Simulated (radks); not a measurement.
The numbers below are computed, except where a source is named.
All-electron atom: Nd II in [Kr] 4d10 4f4 5s2 5p5 6s1 6p1 (not the ground configuration). Code: a radial shooting solver on a logarithmic mesh with Libxc functionals. Model: scalar-relativistic Kohn-Sham, r2SCAN, spin-unpolarised, spherical densities, finite nucleus; meta-GGA in the generalised Kohn-Sham scheme; Fermi nuclear charge, rms radius 4.9123 fm.

Normalised radial functions P(r) = r R(r), r in bohr:

r	4f
0.003941	0.0000
0.005341	0.0000
0.007297	0.0000
0.009969	0.0000
0.01362	0.0001
0.01846	0.0002
0.02522	0.0005
0.03445	0.0017
0.04669	0.0047
0.06378	0.0130
0.08714	0.0337
0.119	0.0805
0.1613	0.1709
0.2204	0.3287
0.3011	0.5500
0.4114	0.7882
0.5575	0.9503
0.7616	0.9596
1.041	0.8192
1.422	0.6037
1.927	0.3864
2.632	0.2037
3.596	0.0857
4.873	0.0296
6.657	0.0068
9.095	0.0008
12.43	0.0000

4f: eigenvalue -12.931 eV, 0 radial nodes, <r> = 1.05 bohr, 90 % of the charge inside 1.82 bohr.
